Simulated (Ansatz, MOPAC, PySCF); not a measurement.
Pair of molecules: SiH4 (SMILES [SiH4]) (first 5 atoms) with H2Se (SMILES [SeH2]); geometry from B3LYP-D3(BJ)/def2-TZVP, rigid monomers moved along the line of their centres of mass till Si1···Se6 is 5.44 Å.
(charge 0, multiplicity 1):
```xyz
8

Si     0.195    -0.010     0.036
H     -0.614    -1.176     0.450
H     -0.444     1.238     0.510
H      0.273     0.025    -1.445
H      1.562    -0.116     0.590
Se    -0.229     0.050     5.464
H      0.190     1.452     5.321
H     -1.623     0.402     5.157
```

```csv
level,interaction energy (kJ/mol),"minus CCSD(T)/CBS(def2-SVPD, def2-TZVPPD)",cost
AM1,-0.1,1.1,-
PM7,-0.3,1.0,-
HF/STO-3G (no counterpoise),-0.2,1.1,-
HF/def2-TZVPPD,-0.4,0.9,-
PBE/def2-TZVPPD,-0.8,0.4,×1
PBE-D3(BJ)/def2-TZVPPD,-1.8,-0.5,×1
r2SCAN-D4/def2-TZVPPD,-1.3,0.0,×2
B3LYP-D4/def2-TZVPPD,-1.1,0.2,×1
PBE0-D3(BJ)/def2-TZVPPD,-1.7,-0.5,×1
M06-2X/6-31G* (no counterpoise),-1.3,0.0,-
wB97M-V/def2-TZVPPD,-1.4,-0.1,×4
SCS-MP2/def2-TZVPPD,-1.1,0.2,-
CCSD/def2-TZVPPD,-1.1,0.1,-
"CCSD(T)/CBS(def2-SVPD, def2-TZVPPD)",-1.3,0.0,×100
```

 The comparison column counts from a level with limits of its own.

The rows run from -1.8 (PBE-D3(BJ)/def2-TZVPPD) to -0.1 kJ/mol (AM1). The dispersion term adds -1.0 in PBE-D3(BJ).

Monomers are frozen at their geometry in the pair; levels with a basis set take the counterpoise correction. Rows marked so take none.

Cores are frozen in the correlated methods. Filled d and f shells under p-block atoms count as core. CBS: X⁻³ extrapolation of the correlation energy, Hartree–Fock from the larger set. Rows in 6-31G*, STO-3G carry no dispersion term and start afresh at each structure (6-31G* with six Cartesian d functions); the Pople sets are all-electron and without relativity. The state reached by AM1, PM7 isn't checked; PM7 holds dispersion and hydrogen-bond terms.

Run with Ansatz (Gaussian orbitals); MOPAC for AM1, PM7 (differences of heats of formation); PySCF for 6-31G* rows, STO-3G rows, the dispersion terms. Each number belongs to the level named beside it.

Costs are rough ratios of core time to PBE/def2-TZVPPD (about 4 s over the structures, on one shared machine); a dash marks a level with no comparable run of its own.

Ansatz is a quantum-chemistry and plane-wave program.
